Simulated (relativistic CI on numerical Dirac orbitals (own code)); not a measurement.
# Radial parameters of Mn⁴⁺

Calculated at this level of theory: Dirac-Coulomb-Breit CI, KLI orbitals optimised for each configuration, QED by a radiative potential, valence Slater integrals scaled by 0.85, P86 correlation energy added to each configuration (own radial code, finite nucleus).

Slater integrals F^k, G^k are unscaled and averaged over j, outside the closed core [Ne]; ζ comes from projecting the Hamiltonian with its Breit term on Σ l·s of the shell.

- 3s²3p⁶3d³: F^2(3d,3d) = 99591, F^4(3d,3d) = 62658, ζ(3d) = 403.25 cm⁻¹; <r>(3d) = 0.9638, <r^2>(3d) = 1.135 (bohr units).
- 3s²3p⁶3d²4s: F^2(3d,3d) = 104640, F^4(3d,3d) = 66017, ζ(3d) = 449.88, G^2(3d,4s) = 12883 cm⁻¹; <r>(3d) = 0.9241, <r^2>(3d) = 1.04, <r>(4s) = 2.108, <r^2>(4s) = 4.995 (bohr units).
- 3s²3p⁶3d²4p: F^2(3d,3d) = 105010, F^4(3d,3d) = 66271, ζ(3d) = 454.27, F^2(3d,4p) = 27784, G^1(3d,4p) = 9966, G^3(3d,4p) = 9360.6, ζ(4p) = 1064.3 cm⁻¹; <r>(3d) = 0.9216, <r^2>(3d) = 1.034, <r>(4p) = 2.343, <r^2>(4p) = 6.189 (bohr units).

Problem. Give the Racah parameters of the d shell in 3s²3p⁶3d³.

Solution. B = F²/49 − 5F⁴/441 = 1322 cm⁻¹ and C = 35F⁴/441 = 4973 cm⁻¹; values fitted to spectra at such low charge are typically 15 to 30 % smaller.

In this model ζ of a weakly bound d, f or g electron outside closed shells comes out too small, for d by up to a factor of two or three and at times with the wrong sign; that of an outer p electron is too small as well.

Averages of the first 10 configurations, taken without configuration mixing, which lowers the lowest level and can move excited configurations by several eV; other configurations of the list can lie among them:

| Configuration | Parity | States | Average energy above the lowest level (eV) |
| --- | --- | --- | --- |
| 3s²3p⁶3d³ | even | 120 | 2.8 |
| 3s²3p⁶3d²4s | even | 90 | 24.3 |
| 3s²3p⁶3d²4p | odd | 270 | 32.5 |
| 3s²3p⁵3d⁴ | odd | 1260 | 55.5 |
| 3s²3p⁶3d²4d | even | 450 | 44.3 |
| 3s²3p⁶3d²5s | even | 90 | 48.3 |
| 3s²3p⁶3d²5p | odd | 270 | 51.5 |
| 3s²3p⁶3d²4f | odd | 630 | 52.6 |
| 3s²3p⁶3d²5d | even | 450 | 56.5 |
| 3s3p⁶3d⁴ | even | 420 | 93.6 |
